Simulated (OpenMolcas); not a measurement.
Ni4+ among 4 point charges of -1.5 e arranged as a tetrahedron (Td).

```
Program             : OpenMolcas
Method              : SS-CASPT2, IPEA 0.25 Eh, imaginary shift 0.1 Eh (closed shells correlated: 3s 3p)
Basis               : ANO-RCC-VDZP [5s4p2d1f]
Scalar Hamiltonian  : DKH2, point nucleus
Active space        : 6 electrons in 5 orbitals (3d)
State averaging     : 2S+1 = 5 even, 5 roots; 2S+1 = 3 even, 45 roots; 2S+1 = 1 even, 50 roots
Spin-orbit coupling : state interaction with AMFI integrals over the reference wave functions
```

All point charges move together. At R = 1.92 Å the first state of the same spin is 990 cm-1, and at R = 2.2 Å it is 540 cm-1.

**Question.** A third run gives 740 cm-1. What distance was it run at?

**Answer.** With a power law R^-n the two known points give n = -ln(540 / 990) / ln(2.2 / 1.92) = 4.45. Then R = 1.92 × (990 / 740)^(1/4.45) = 2.050 Å. The run was at 2.04 Å, so the estimate is off by +0.010 Å.

Roots that are degenerate in the reference are averaged as groups; the widest CASPT2 spread within a group is 320 cm-1 (the 3-fold group of multiplicity 3 near 72400 cm-1 above the lowest state of its run, R = 1.92). Shifts and gaps below about the spread of the groups concerned are not significant. An orbital doublet at a regular site is open to a Jahn-Teller distortion, which this geometry leaves out. The ground term spreads over less than 5000 cm-1, several times less than with real ligands, so orbital moments are less quenched and χT lies further from the spin-only value than at real sites. Free-ion shares, where given, are those of the reference states; single-state CASPT2 does not remix them. This is an electrostatic model: the charges have no orbitals. No measured value stands beside these numbers.
